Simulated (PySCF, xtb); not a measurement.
B(AsH2)(H)2 (AsBH4), SMILES B[AsH2].

GFN2-xTB (xtb) at its own geometry gives an orbital gap of 2.86 eV and a dipole moment of 1.09 D.

Geometry: r2SCAN-D4/def2-TZVP.

### Question
What does M06-2X/def2-TZVPD run with PySCF give? (The exact figures need the calculation; the answer reports its results.)

### Answer
gap 7.34 eV (levels -8.40 and -1.06 eV), dipole 0.50 D.
